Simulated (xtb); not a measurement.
Si(H)2(Me)(NH2) (CH7NSi), SMILES C[SiH2]N. All values are semi-empirical tight-binding results from xtb (GFN2-xTB unless named), good for trends rather than for accurate numbers. Geometry: GFN2-xTB. One conformer was computed; it need not be the lowest.

- point group as xtb finds it = Cs
- orbital gap = 5.91 eV
- dipole moment = 1.38 D
- zero-point energy = 48.7 kcal/mol
- G − E(el) at 298.15 K (modified RRHO) = 31.2 kcal/mol
- static polarisability (D4 model) = 53.6 bohr³
- solvation energy, GFN2-xTB/ALPB(water) = -2.0 kcal/mol
- solvation energy, GFN2-xTB/ALPB(dmf) = -4.2 kcal/mol
